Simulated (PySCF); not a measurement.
**Steps of a relaxation of [Nd(H2O)4]3+**

[Nd(H2O)4]3+ (singlet in the valence; each metal's 4f electrons, 3 of them, lie in its core potential, out of spins and levels; a saddle point, relaxed within its symmetry). PySCF 2.14.0, RKS PBE0, Nd lcecp-1-SVP with ECP49, O def2-SVP, H def2-SVP; non-relativistic Hamiltonian with scalar-relativistic core potentials where named; density fitting; no spin-orbit coupling. Origin of the start: template. Columns: position (Å) and force (eV/Å). Energies are counted from the last step; some of the 6 steps are shown. Forces carry noise of the integration grid, about 0.01 to 0.03 eV/Å.

Run from Python with OMP_NUM_THREADS=2. Where DIIS fails, smearing, a level shift and second-order steps follow.
It took 39 s on 2 threads of Arm Neoverse V1, on a shared host, from the converged density of the start.

```xyz
13
step 0  E = 0.433 eV
Nd    0.0000    0.0000    0.0000     0.00    0.00    0.00
O     1.4564    1.4564    1.4564    -1.07   -1.01   -1.01
H     1.7970    1.2525    2.3415     0.22   -0.06    0.45
H     1.7970    2.3415    1.2525     0.22    0.45   -0.06
O    -1.4564   -1.4564    1.4564     1.07    1.01   -1.01
H    -1.7970   -1.2525    2.3415    -0.22    0.06    0.45
H    -1.7970   -2.3415    1.2525    -0.22   -0.45   -0.06
O     1.4564   -1.4564   -1.4564    -1.07    1.01    1.01
H     1.7970   -2.3415   -1.2525     0.22   -0.45    0.06
H     1.7970   -1.2525   -2.3415     0.22    0.06   -0.45
O    -1.4564    1.4564   -1.4564     1.07   -1.01    1.01
H    -1.7970    2.3415   -1.2525    -0.22    0.45    0.06
H    -1.7970    1.2525   -2.3415    -0.22   -0.06   -0.45
```

```xyz
13
step 2  E = 0.054 eV
Nd    0.0000    0.0000    0.0000     0.00    0.00    0.00
O     1.3841    1.3771    1.3771     0.17    0.31    0.31
H     1.7376    1.2045    2.2881    -0.18   -0.09   -0.39
H     1.7376    2.2881    1.2045    -0.18   -0.39   -0.09
O    -1.3841   -1.3771    1.3771    -0.17   -0.31    0.31
H    -1.7376   -1.2045    2.2881     0.18    0.09   -0.39
H    -1.7376   -2.2881    1.2045     0.18    0.39   -0.09
O     1.3841   -1.3771   -1.3771     0.17   -0.31   -0.31
H     1.7376   -2.2881   -1.2045    -0.18    0.39    0.09
H     1.7376   -1.2045   -2.2881    -0.18    0.09    0.39
O    -1.3841    1.3771   -1.3771    -0.17    0.31   -0.31
H    -1.7376    2.2881   -1.2045     0.18   -0.39    0.09
H    -1.7376    1.2045   -2.2881     0.18   -0.09    0.39
```

```xyz
13
step 3  E = 0.042 eV
Nd    0.0000    0.0000    0.0000     0.00    0.00    0.00
O     1.3282    1.3697    1.3697     0.59    0.26    0.26
H     1.7524    1.1599    2.2398    -0.27   -0.05   -0.20
H     1.7524    2.2398    1.1599    -0.27   -0.20   -0.05
O    -1.3282   -1.3697    1.3697    -0.59   -0.26    0.26
H    -1.7524   -1.1599    2.2398     0.27    0.05   -0.20
H    -1.7524   -2.2398    1.1599     0.27    0.20   -0.05
O     1.3282   -1.3697   -1.3697     0.59   -0.26   -0.26
H     1.7524   -2.2398   -1.1599    -0.27    0.20    0.05
H     1.7524   -1.1599   -2.2398    -0.27    0.05    0.20
O    -1.3282    1.3697   -1.3697    -0.59    0.26   -0.26
H    -1.7524    2.2398   -1.1599     0.27   -0.20    0.05
H    -1.7524    1.1599   -2.2398     0.27   -0.05    0.20
```

Question: Where does the relaxation end?

Answer: It converges at step 5 in D2d:
```xyz
13
step 5  E = 0
Nd    0.0000    0.0000    0.0000
O     1.3556    1.3636    1.3636
H     1.7237    1.1646    2.2534
H     1.7237    2.2534    1.1646
O    -1.3556   -1.3636    1.3636
H    -1.7237   -1.1646    2.2534
H    -1.7237   -2.2534    1.1646
O     1.3556   -1.3636   -1.3636
H     1.7237   -2.2534   -1.1646
H     1.7237   -1.1646   -2.2534
O    -1.3556    1.3636   -1.3636
H    -1.7237    2.2534   -1.1646
H    -1.7237    1.1646   -2.2534
```

Question: How did the contacts change?

Answer: 
| contact | start (Å) | end (Å) |
| --- | --- | --- |
| Nd1–O2 (H2O) | 2.523 | 2.357 |
| Nd1–O5 (H2O) | 2.523 | 2.357 |
| Nd1–O8 (H2O) | 2.523 | 2.357 |
| Nd1–O11 (H2O) | 2.523 | 2.357 |


An lcecp potential fixes the number of 4f electrons, so in runs with it no electron can move into or out of that shell.
